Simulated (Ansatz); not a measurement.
One change: `B/C=C/[SiH3]` becomes `C=C[SiH3]`.

Ansatz, PBE0-D4/def2-TZVP geometries, multiplicity 1. 

```tsv
property	`B/C=C/[SiH3]`
HOMO energy (ωB97M-V/def2-TZVPP) / eV	-10.64
HOMO energy (PBE0/def2-TZVPP) / eV	-8.47
HOMO–LUMO gap (PBE0/def2-TZVPP) / eV	6.07
size of the dipole moment (ωB97M-V/def2-TZVPP) / D	0.73
size of the dipole moment (B3LYP/def2-TZVPP) / D	0.84
ideal-gas entropy at 298 K and 1 bar (rigid rotor, harmonic PBE0-D4/def2-TZVP) / J/(mol·K)	324
```

**Question.** Give the same properties after the change, and the shifts. (Best estimate.)

**Answer.** The calculation gave: 
| property | `C=C[SiH3]` | shift |
| --- | --- | --- |
| HOMO energy (ωB97M-V/def2-TZVPP) / eV | -10.25 | 0.39 |
| HOMO energy (PBE0/def2-TZVPP) / eV | -8.01 | 0.46 |
| HOMO–LUMO gap (PBE0/def2-TZVPP) / eV | 7.53 | 1.46 |
| size of the dipole moment (ωB97M-V/def2-TZVPP) / D | 0.76 | 0.03 |
| size of the dipole moment (B3LYP/def2-TZVPP) / D | 0.74 | -0.10 |
| ideal-gas entropy at 298 K and 1 bar (rigid rotor, harmonic PBE0-D4/def2-TZVP) / J/(mol·K) | 286 | -38 |

With PBE0 the HOMO rises by 0.46 eV and the LUMO rises by 1.92 eV, so the gap widens by about 1.46 eV. PBE moves the HOMO by 0.47 eV and ωB97M-V by 0.39 eV. The zero-point energy changes by -28.9 kJ/mol with -6 modes. Dipoles are sizes alone; their direction can turn.

B3LYP here is the variant with VWN-RPA as its local correlation; programs differ in this.
